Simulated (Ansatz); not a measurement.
A structure relaxed at r2SCAN-D4/def2-SVP in Ansatz, charge 0, singlet:

```
atom   x (Å)   y (Å)   z (Å)
 Ga1  -0.197   0.471   2.014
 Ga2  -1.830   0.249  -0.951
 Ga3   0.618  -1.974  -0.193
 Ga4   1.410   1.254  -0.870
  F5  -0.474   1.516   0.147
  F6  -1.082  -0.963   0.668
  F7   0.151  -0.362  -1.546
  F8   1.405  -0.191   0.731
```

(1) Give its formula and point group.

(2) Summarise the bond lengths by kind (pairs closer than 1.2 times the sum of covalent radii, bridged metal pairs left out).

Results:

(1) the cluster Ga4F4. Point group Td (tolerance 0.1 Å).

(2) .

The structure comes from a short search, and lower isomers may exist.
